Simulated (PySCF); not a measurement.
Al(Cl)(Br)(NH2) (AlBrClH2N), SMILES [Cl][Al]([Br])[NH2]. The structure is a stationary point at PBE-D3(BJ)/def2-SVP. The structure was generated by enumeration; whether it is a known compound was not checked. One conformer was computed; it need not be the lowest.

Problem. Give the equilibrium geometry at PBE-D3(BJ)/def2-SVP (PySCF confirms it by a frequency run) as a Z-matrix, and its point group. (The exact figures need the calculation; the answer reports its results.)

Solution. Several could match; the one computed here: point group Cs.
```
Al
N 1 1.7665
H 2 1.0219 1 124.57
H 2 1.0220 3 110.93 1 180.00
Cl 1 2.1068 2 119.61 3 180.00
Br 1 2.2573 2 119.96 3 0.00
```
Charge 0, spin multiplicity 1.
